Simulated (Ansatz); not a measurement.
Input file for Ansatz (a first-principles code): R-PBE0/def2-TZVPP on AlSi+, 2S+1 = 1, a spin state set in the input, which need not be the lowest, a point of a bond scan (R = 3.092 Å). Charge +1.

Ansatz 0.2 input:
```yaml
crystal:
  periodic: [false, false, false]
  atoms:
    - {symbol: Al, position_ang: [0.00000000, 0.00000000, 0.00000000]}
    - {symbol: Si, position_ang: [0.00000000, 0.00000000, 3.09237900]}
basis:
  gaussian:
    orbitals: def2-TZVPP
    pivot_positions_ang: [[0.00000000, 0.00000000, 0.00000000], [0.00000000, 0.00000000, 3.09237900]]
hamiltonian:
  xc: {name: PBE0}
total_charge: 1
output: {forces: true, orbitals: {seedname: ./end}}
```

It printed:

```
WARN ansatz: RAYON_NUM_THREADS=2 ignored (pool sized by the plan → 2); use --threads N
Functional definition: PBE0
integrals: 0.02 GiB planned
591 factors; their error is unknown
mean field: 0.19 GiB planned
mean field evaluation 1: about -14456.7075 eV, gradient 9.4e0 eV
mean field evaluation 2: about -14456.8997 eV, gradient 6.9e0 eV
mean field evaluation 4: about -14457.0633 eV, gradient 3.7e-1 eV
mean field evaluation 8: about -14457.0889 eV, gradient 3.0e-3 eV
mean field evaluation 16: about -14457.0889 eV, gradient 7.0e-6 eV
mean field -14457.08891355 eV, -531.2882182063 hartree, gradient 7.0e-6 eV, S^2 0.000000; 1 other end points of the search recorded, 0 dependent functions left out
the calculation of the forces begins
reference -14457.08893648 eV, -531.2882190489 hartree; 13, 13 occupied and 71, 71 virtual orbitals, 591 factors
Total energy: -14457.08893648 eV, -531.2882190489 hartree
Atom 0 at     0.000000     0.000000     0.000000 Å, force     0.000000     0.000000     0.026563 eV/Å
Atom 1 at     0.000000     0.000000     3.092379 Å, force     0.000000    -0.000000    -0.026563 eV/Å
Dipole moment:     0.000000     0.000000    -0.030099 e Å
```

The run converged.

Cost: very roughly 0.8 core-seconds.
